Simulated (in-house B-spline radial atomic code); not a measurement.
RPA and G0W0 on Hartree-Fock: S II (S+)

Configuration [Ne] 3s2 3p3, highest spin, mean-field start Hartree-Fock. Computed with an all-electron radial atomic-structure program (B-spline basis): all electrons, non-relativistic, point nucleus, each spin shell either full or empty, empty states to l = 9 with an (l + 1/2)⁻⁴ tail; G0W0 by contour deformation at full frequency.

Command:
```bash
python run_gw.py task.json out
```
Settings (radii: box in bohr, nucleus in fm):
```
Z                        16
electrons                15
configuration            [Ne] 3s2 3p3
hamiltonian              nr
method                   hf
lmax                     9
spin_polarised           True
box_radius               23.78
intervals                50
```

Time taken, with all properties: 1.9 s on 1 thread of Arm Neoverse N1, on a shared host.

Energies (hartree):

```csv
term,value
mean-field total,-397.17395
Hartree-Fock functional on these orbitals,-397.17395
direct second order,-0.84862
second-order exchange,0.31056
SOSEX correction,0.28811
```

What is the RPA correlation energy, and what remains with SOSEX?

RPA gives -0.76547 hartree (-1.39 eV per electron); RPA + SOSEX gives -0.47736, and the second-order doubles (MP2) -0.53805 hartree. RPA lacks exchange-type terms and so overcorrelates at short range.

Quasi-particle levels (eV):

```csv
level,occupied,mean field,Σx - vxc,Σc,QP weight,G0W0
3p up,yes,-23.468,0.00,?,?,?
3s down,yes,-29.051,0.00,-1.62,0.950,-30.67
2p down,yes,-192.49,0.00,4.77,0.923,-187.72
3p down,no,-8.348,0.00,-1.80,0.962,-10.144
```

G0W0 = mean field + (Σx - vxc) + Σc, with Σc (partial-wave tail included) taken at the quasi-particle energy. Only the outer levels were computed. Levels of low weight are left out.

Where does G0W0 put 3p up?

At -23.786 eV, with Σc = -0.32 eV and a quasi-particle weight of 0.955. The tabulated removal energy is 23.338 eV (NIST, measured); the calculation leaves out relativity, Breit and QED terms, and what these don't explain is the method's own error.
